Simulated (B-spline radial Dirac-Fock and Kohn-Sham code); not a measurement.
**How the binding energies of Se²¹⁺ add up**

System: Se²¹⁺, [Ne] 3s2 3p1; nuclear rms radius 4.14 fm (A = 80).

Calculated with a B-spline atomic structure program, using Dirac-Fock energy differences between relaxed states, corrected for Breit and QED terms. Electron correlation is not included. Energies are counted from the vacuum level.

All terms are in eV, carry their sign (relaxation lowers the binding energy) and add up to the binding energy; ⟨r⟩ is the mean radius of the orbital in the initial state.

| subshell | −ε (Koopmans) | relaxation | Gaunt | retardation | self-energy | vacuum polarisation | binding energy | ⟨r⟩ (bohr) |
| --- | --- | --- | --- | --- | --- | --- | --- | --- |
| 1s | 13653.8 | -23.48 | -19.82 | 1.32 | -9.91 | 1.00 | 13602.9 | 0.044 |
| 2s | 2567.5 | -3.91 | -1.66 | 0.08 | -1.10 | 0.10 | 2561.0 | 0.192 |
| 2p1/2 | 2391.5 | -5.35 | -2.93 | 0.32 | 0.13 | -0.01 | 2383.6 | 0.166 |
| 2p3/2 | 2348.2 | -5.11 | -2.10 | 0.35 | 0.03 | -0.01 | ? | 0.169 |
| 3s | 940.5 | -0.31 | -0.38 | 0.04 | -0.25 | 0.02 | 939.6 | 0.486 |
| 3p | 886.8 | -0.31 | -0.51 | 0.10 | 0.01 | 0.00 | 886.1 | 0.476 |

Q: Which binding energy belongs in the row of 2p3/2?

A: 2341.4 eV, the sum of the terms in that row (to rounding).

For the deepest level, K (1s), the Breit terms make up -0.136 % of the binding energy, QED -0.066 % and orbital relaxation -0.173 %.

Going to the tabulated ground configuration of the next ion removes an electron from M2,3 (3p), computed at 886.1 eV. NIST lists 887 ± 4 eV as the ionisation energy of this species (semi-empirical), +0.93 eV from the computed value, within the stated uncertainty.
